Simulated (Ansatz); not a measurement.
`BCOC` + `B[SiH2]O` → `BO[SiH2]B` + `COC` at 600 K and 1 bar (ligand exchange at a B–C bond).

Isolated molecules relaxed with PBE0-D4/def2-TZVP in Ansatz; ΔE leaves out vibrations. CCSD(T)/CBS is the MP2 limit (def2-TZVPP, def2-QZVPP) plus CCSD(T) − MP2 in def2-TZVPP, frozen cores. Each species was taken in one conformer, which may not be the lowest.

```
    species  CCSD(T)/CBS energy (Eh)  H − E (kJ/mol)  S (J/(mol·K))
     `BCOC`               -180.23463           287.6          383.4
 `B[SiH2]O`               -392.05150           181.6          373.2
`BO[SiH2]B`               -417.47687           224.3          423.6
      `COC`               -154.86276           248.7          321.2
```

H − E and S are ideal-gas, rigid-rotor, harmonic terms from PBE0-D4/def2-TZVP, for one conformer and one mirror image of each species. 1 Eh = 2625.50 kJ/mol, R = 8.31446 J/(mol·K).

**Question.** By hand: ΔE, ΔH, ΔS and ΔG.

**Answer.** ΔE = (-417.47687) + (-154.86276) − (-180.23463) − (-392.05150) = -0.05350 Eh = -140.5 kJ/mol. Δ(H − E) = 224.3 + 248.7 − 287.6 − 181.6 = 3.8, so ΔH = -136.7 kJ/mol. ΔS = 423.6 + 321.2 − 383.4 − 373.2 = -11.8 J/(mol·K). ΔG = -136.7 − 600 × (-11.8)/1000 = -129.6 kJ/mol.

**Question.** By hand: the equilibrium constant, and the temperature at which ΔG would vanish if ΔH and ΔS stayed fixed.

**Answer.** log₁₀ K = −ΔG/(RT ln 10) = 11.3. ΔG = 0 at ΔH/ΔS = 11585 K, far beyond where these terms or the molecules hold.

The number of gas molecules stays the same, so ΔS is small and ΔH decides. A doubt of 5 kJ/mol in ΔE shifts log₁₀ K by 0.4 here. Other conformers and mirror images would add mixing entropy, several J/(mol·K) or more a flexible species. Modes under 60 cm⁻¹, often nearly free rotors, make the harmonic entropy too high. These are equilibria of isolated gas molecules and say nothing of rates. Largest T1 diagnostic: 0.013 (customary marks: 0.02 for closed shells, 0.045 for open ones).
